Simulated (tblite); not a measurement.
C₅H₆NO₂S (charge -1).
Structure used (GFN2-xTB), in Å, numbered top down from 1:
```xyz
15
C5H6NO2S angstrom
C     -1.984   -0.161    0.715
C     -1.168   -0.045   -0.314
C      0.232   -0.586   -0.332
C      0.358   -1.581   -1.356
N      0.479   -2.344   -2.208
C      1.261    0.512   -0.555
S      1.539    1.359    1.193
O      1.430    0.158    2.072
O      0.354    2.249    1.287
H     -1.673   -0.643    1.626
H     -2.976    0.262    0.707
H     -1.478    0.471   -1.217
H      0.471   -1.025    0.655
H      0.927    1.277   -1.255
H      2.224    0.105   -0.867
```

All values are computed: GFN2-xTB (tblite) harmonic vibrations without scaling, gas phase. The method is semi-empirical: single wavenumbers can be off by several per cent or more. One conformer, not necessarily the lowest.

Harmonic wavenumbers (cm⁻¹): 26.8, 42.6, 65.2, 115.8, 142.1, 225.5, 258.9, 307.6, 397.5, 437.1, 483.4, 506.4, 528.6, 600.5, 660.3, 758.3, 884.1, 889.6, 1004.7, 1012.5, 1019.1, 1028.0, 1077.6, 1096.1, 1096.9, 1176.0, 1220.9, 1251.1, 1297.4, 1415.7, 1450.5, 1713.2, 2359.6, 2794.6, 2969.6, 3001.8, 3030.2, 3087.4, 3122.1.

A = 2242, B = 982.2, C = 810.3 MHz; mass 144.012 u (most abundant isotopes); point group C1, symmetry number 1.

**Question.** Zero-point energy?

**Answer.** Half the sum of the wavenumbers: 22278 cm⁻¹ = 266.50 kJ/mol.

**Question.** Entropy at 350 K, 1 bar (ideal gas, RRHO, classical rotation)?

**Answer.** Translation 174.17, rotation 125.75, vibration 155.21: S = 455.1 J/(mol K).

**Question.** And Cp and H(350 K) − H(0)?

**Answer.** Cp = 169.89 J/(mol K), of which vibrations give 136.64 (their classical limit is 39 R = 324.3); H(350 K) − H(0) = 37.55 kJ/mol without the zero-point energy, 25.91 from vibrations.

**Question.** How do the functions run with temperature in this model?

**Answer.** 
| T (K) | S (J/(mol K)) | Cp (J/(mol K)) | H − H(0) (kJ/mol) | G − H(0) (kJ/mol) | ln q(vib) |
| --- | --- | --- | --- | --- | --- |
| 50 | 259.4 | 61.6 | 2.38 | -10.59 | 1.19 |
| 100 | 308.3 | 81.1 | 5.96 | -24.87 | 2.85 |
| 298.15 | 429.3 | 152.6 | 29.18 | -98.81 | 8.43 |
| 373.15 | 466.3 | 177.1 | 41.57 | -132.41 | 10.35 |
| 500 | 523.1 | 211.2 | 66.30 | -195.23 | 13.46 |
| 750 | 617.9 | 256.1 | 125.18 | -338.28 | 19.13 |
| 1000 | 695.8 | 284.2 | 192.96 | -502.79 | 24.20 |

q(vib) and H(0) count from the zero-point level.

**Question.** What must be added to the electronic energy to get the Gibbs energy at 350 K and 1 bar?

**Answer.** ZPE + [H(350 K) − H(0)] − T·S = 266.50 + 37.55 − 159.30 = 144.75 kJ/mol.

Hindered rotation and anharmonicity are outside this model. Other conformers, if any are populated, would add a mixing term that is left out. The structure is chiral; the term R ln 2 for an equal mix with its mirror image is left out.
